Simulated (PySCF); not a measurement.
SeHCl, SMILES [SeH]Cl. Atoms are numbered in the order given.

```xyz
3

Se    -0.0447     0.7129     0.0000
H      1.4225     0.8642     0.0000
Cl     0.0058    -1.4766     0.0000
```

Geometry optimised at B3LYP-D3(BJ)/def2-TZVP.

Method: PBE/def2-TZVPD in PySCF.

The molecule is in vacuum.

- total energy = -2861.81881 hartree
- point group = Cs
- highest occupied level = -5.93 eV
- lowest empty level = -3.53 eV
- orbital gap = 2.40 eV
- dipole moment = 1.35 D
- quadrupole, principal values (traceless, Buckingham form, about the centre of nuclear charge) = -3.82, 0.72, 3.10 D·Å
- mean static polarisability = 45.8 bohr³ (6.79 Å³)
- polarisability, principal values = 39.4, 39.7, 58.3 bohr³
